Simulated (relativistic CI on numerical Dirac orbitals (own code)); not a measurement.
# Crystal-field levels of Er⁴⁺, 4f10

Calculated by Dirac-Coulomb-Breit CI, separate exchange-only KLI orbitals for each configuration, QED by a radiative potential, valence Slater integrals scaled by 0.7, one configuration in a parametric crystal field (own radial code).

Field parameters in Wybourne normalisation. The field is a parameter set, without covalency.

S is read from ⟨S²⟩ = S(S + 1).

Levels (cm⁻¹, degeneracy): 0 (1), 13 (2), 17 (1), 22 (1), 76 (2), 143 (1), 202 (1), 242 (1), 257 (1), 258 (2), 304 (1), 324 (1).

Problem. Which field gives this pattern?
A. D4h, B20 = 2280, B40 = 2450, B44 = -2030, B60 = -310, B64 = 590 cm⁻¹
B. D4h, B20 = -550, B40 = -1570, B44 = 960, B60 = 550, B64 = 330 cm⁻¹
C. D4h, B20 = -330, B40 = -940, B44 = 400, B60 = 590, B64 = -670 cm⁻¹

Solution. C. D4h, B20 = -330, B40 = -940, B44 = 400, B60 = 590, B64 = -670 cm⁻¹, ground level with S = 1.91.
